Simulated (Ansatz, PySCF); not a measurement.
Complex: C2H2 (SMILES C#C) (first 4 atoms) with H2S (SMILES S); geometry from B3LYP-D3(BJ)/def2-TZVP, rigid monomers moved along the line of their centres of mass till C2···H7 is 3.04 Å.
(charge 0, multiplicity 1):
```xyz
7

C     -0.512     0.752     0.169
C     -0.538    -0.438     0.042
H     -0.489     1.809     0.282
H     -0.559    -1.495    -0.070
S      1.133    -0.401     4.064
H     -0.121    -0.417     4.544
H      0.711    -0.204     2.803
```

Counterpoise-corrected where a basis set is named; no monomer relaxation.

Correlated levels freeze the cores.

Run with Ansatz (Gaussian basis) for Hartree–Fock, density functionals and correlated methods; PySCF for the dispersion terms. Values without a source in brackets are computed.

Give the interaction energy at the level HF/aug-cc-pV(T+d)Z.

-0.5 kcal/mol

What is the computed interaction energy (CCSD/aug-cc-pV(D+d)Z)?

-1.1 kcal/mol

What is the computed interaction energy (PBE-D4/def2-TZVPPD)?

-1.7 kcal/mol

Ansatz is a program for electronic structure.
